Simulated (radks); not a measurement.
The numbers below are computed, except where a source is named.
Coulomb parameter of the 3d shell of the copper ion Cu+ in the model configuration [Ar] 3d9 4s1, as a second difference U = [E(n + 1) + E(n - 1) - 2 E(n)] / (1)^2 with all orbitals relaxed. "Bare": the charge of the atom changes with n. "Screened": the 4s shell takes up the change at fixed total charge, which measures U(3d,3d) + U(4s,4s) - 2 U(3d,4s). Code: a radial shooting solver on a logarithmic mesh with Libxc functionals. Model: Dirac Kohn-Sham, PBEsol, spin-unpolarised, spherical densities, point nucleus; open shells are shared between the two j in proportion to 2j + 1.

case	configuration	E - E(n) (eV)
start	[Ar] 3d9 4s1	0.000
bare +1	[Ar] 3d10 4s1	-11.608
bare -1	[Ar] 3d8 4s1	27.419
screened +1	[Ar] 3d10	-3.503
screened -1	[Ar] 3d8 4s2	7.435

U(bare) = 15.812 eV, U(screened by 4s) = 3.932 eV.
